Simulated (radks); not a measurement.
Question: Successive ionisation energies (eV) of one element, from differences of total energies of ions in their ground configurations, starting at charge 0: 5.927, 18.668, 28.664, 120.15, 154.03, 189.61, 242.30, 285.41, 329.75, 395.55, 442.00, 2080.8, 2297.8. Method: scalar-relativistic Kohn-Sham, PBEsol, spin-polarised, spherical densities, finite nucleus; open shells are filled with parallel spins first; Fermi nuclear charge, rms radius 3.061 fm; computed with a radial shooting solver on a logarithmic mesh with Libxc functionals. Which element is it?

Answer: Aluminium (Z = 13). The first species listed is Al in [Ne] 3s2 3p1, the last Al12+ in 1s1.
